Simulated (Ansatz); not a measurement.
Geometry optimisation, Ansatz, RKS PBE0-D4/cc-pVDZ.

The input (input.yaml):

```yaml
crystal:
  periodic: [false, false, false]
  atoms:
    - { symbol: Al, position_ang: [-0.303299, 0.270668, -0.553716] }
    - { symbol: "N", position_ang: [0.060117, 0.084214, 2.51161] }
    - { symbol: H, position_ang: [-0.615163, -0.326667, 3.15567] }
    - { symbol: H, position_ang: [0.914945, 0.266683, 3.037506] }
    - { symbol: Cl, position_ang: [1.696156, 0.321999, -1.221092] }
    - { symbol: Cl, position_ang: [-1.53244, -1.344301, -1.135384] }
    - { symbol: O, position_ang: [-1.003506, 1.683403, 0.211512] }
    - { symbol: Al, position_ang: [-2.236723, 2.891651, 0.138706] }
    - { symbol: H, position_ang: [-3.259757, 2.902772, -1.080322] }
    - { symbol: H, position_ang: [-2.300365, 3.883801, 1.383384] }
    - { symbol: H, position_ang: [-0.320365, 1.003877, 2.208325] }
basis:
  gaussian: { orbitals: cc-pVDZ }
hamiltonian:
  xc: pbe0
  dispersion: d4
relax:
  f_tol: 0.03
  max_steps: 50
output:
  orbitals: {}
```

Run as:

```bash
$ ansatz run input.yaml --threads 4 --pin off --max-ram 5120MiB --backend cpu --events-out ev --progress --plain --runs-dir out
```

**Question.** Where does it end, and by what steps?

**Answer.** The run converged. The force dipped under the threshold on the way, but the program's further checks kept it going. After 15 steps the energy has fallen by 1.323 eV; H4 moved furthest, 0.99 Å. Joined: Al1–N2 (3.09 → 2.03 Å).

```csv
step,energy less start (eV),largest force component (eV/Å),accepted
0,0.0000,1.086,yes
1,-0.3106,1.092,yes
2,-0.7186,1.150,yes
3,-1.0752,0.773,yes
4,-1.1775,1.361,yes
5,-1.1954,0.790,yes
6,-1.2644,0.533,yes
7,-1.3033,0.277,yes
8,-1.3125,0.081,yes
9,-1.3184,0.069,yes
10,-1.3203,0.065,yes
11,-1.3210,0.035,yes
12,-1.3221,0.014,yes
13,-1.3225,0.043,yes
14,-1.3222,0.063,no
15,-1.3230,0.019,yes
```

```xyz
11
Properties=species:S:1:pos:R:3
Al -0.460 0.373 0.221
N 0.168 0.002 2.118
H -0.274 -0.832 2.510
H 1.181 -0.129 2.167
Cl 1.424 0.550 -0.798
Cl -1.550 -1.432 -0.196
O -1.361 1.820 0.498
Al -2.356 3.112 -0.049
H -2.829 3.175 -1.567
H -2.767 4.201 1.040
H -0.076 0.797 2.713
```

Whether the end is a true minimum wasn't checked by a vibrational analysis.

Time of the run: 54 s on 4 threads of Arm Neoverse V1, on a shared host, peak memory 0.36 GiB.
